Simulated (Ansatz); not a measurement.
Computed with Ansatz on PBE0-D4/def2-TZVP structures; ΔE is electronic, products minus reactants. CCSD(T)/CBS is the MP2 limit (def2-TZVPP, def2-QZVPP) plus CCSD(T) − MP2 in def2-TZVPP, frozen cores. This one scheme is used for every species. Functionals use def2-TZVPP. For Ge outer-core shells are correlated without core-valence functions, which leaves a few kJ/mol of doubt a bond. Scalar relativity is left out up to krypton. Each species was taken in one conformer, which may not be the lowest.

Consider the formal hydrolysis of a Ge–Si bond: `[BH2][GeH2][SiH2][SiH3]` + H₂O → `[BH2][GeH2][OH]` + `[SiH3][SiH3]`.

Q: Is it downhill or uphill in electronic energy at CCSD(T)/CBS, and by how much? (Best estimate.)

A: Ansatz gave: Uphill: ΔE = +16.0 kJ/mol.

Q: What do these levels give: r2SCAN-D4, PBE0-D4, ωB97X-V, ωB97M-V, PBE0, HF/def2-TZVPP, SCS-MP2/def2-TZVPP, CCSD(T)/def2-TZVPP, MP2/def2-QZVPP, HF/CBS(def2), MP2/CBS(def2), CCSD/CBS(def2)? (An estimate is asked.)

A: Computed: r2SCAN-D4 14.1, PBE0-D4 23.2, ωB97X-V 2.9, ωB97M-V 7.2, PBE0 17.0, HF/def2-TZVPP -22.9, SCS-MP2/def2-TZVPP -0.7, CCSD(T)/def2-TZVPP 9.5, MP2/def2-QZVPP 14.0, HF/CBS(def2) -23.9, MP2/CBS(def2) 17.1, CCSD/CBS(def2) 12.0 kJ/mol.

Largest T1 diagnostic among the species: 0.013.

The D4 term adds +10.4 kJ/mol with B3LYP and +6.2 kJ/mol with PBE0; it sums over pairs of atoms, weighted by their polarisabilities, and B3LYP, whose exchange is more repulsive, gets the larger term. In def2-TZVPP, CCSD(T) changes the Hartree–Fock value by +32.3 kJ/mol (the triples alone add +4.0 kJ/mol) and MP2 by +33.4 kJ/mol.

B3LYP here is the variant with VWN-RPA as its local correlation; programs differ in this.
